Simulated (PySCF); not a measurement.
Indium: a sound run and one with changed settings

Sound run: In⁺ [Kr] 4d10 5s2, In²⁺ [Kr] 4d10 5s1. All numbers are calculated (PySCF 2.14, a scalar-relativistic core potential, in def2-SVP with the def2 core potential (28 electrons)). In the sound run the correlated levels freeze 4s2 4p6 4d10 outside the core potential. The sound run starts from symmetry-adapted Hartree-Fock orbitals and uses a fine grid where one is needed.

A second run was set up differently.

```json
{"species": "In⁺", "method": "UHF", "sound run (hartree)": "-189.01529", "changed run (hartree)": "-189.01529", "converged": "yes"}
{"species": "In⁺", "method": "r2SCAN", "sound run (hartree)": "-189.96756", "changed run (hartree)": "-189.96756", "converged": "yes"}
{"species": "In⁺", "method": "PBE0", "sound run (hartree)": "-189.90334", "changed run (hartree)": "-189.90334", "converged": "yes"}
{"species": "In⁺", "method": "MP2", "sound run (hartree)": "-189.03602", "changed run (hartree)": "-189.01990", "converged": "yes"}
{"species": "In⁺", "method": "CCSD(T)", "sound run (hartree)": "-189.04648", "changed run (hartree)": "-189.04648", "converged": "yes"}
{"species": "In²⁺", "method": "UHF", "sound run (hartree)": "-188.39055", "changed run (hartree)": "-188.39055", "converged": "yes"}
{"species": "In²⁺", "method": "r2SCAN", "sound run (hartree)": "-189.27670", "changed run (hartree)": "-189.27670", "converged": "yes"}
{"species": "In²⁺", "method": "PBE0", "sound run (hartree)": "-189.21552", "changed run (hartree)": "-189.21552", "converged": "yes"}
```

Ionisation energy of In⁺:

```tsv
method	sound run (eV)	changed run (eV)
UHF	17.000	17.000
r2SCAN	18.799	18.799
PBE0	18.717	18.717
MP2	17.564	17.126
SCS-MP2	17.677	17.151
CCSD	17.849	17.849
CCSD(T)	17.849	17.849
CCSDT	17.849	17.849
FCI	17.849	17.849
```

Task: What was changed?
A. level shift left on
B. too few SCF iterations
C. a valence shell is frozen
D. all electrons correlated in a valence basis

Result: A. It used initial guess 1e, at most 50 SCF cycles, level shift 2.0 hartree. A level shift leaves the converged SCF energy unchanged but raises the virtual orbital energies, which shrinks MP2 if it is not removed.
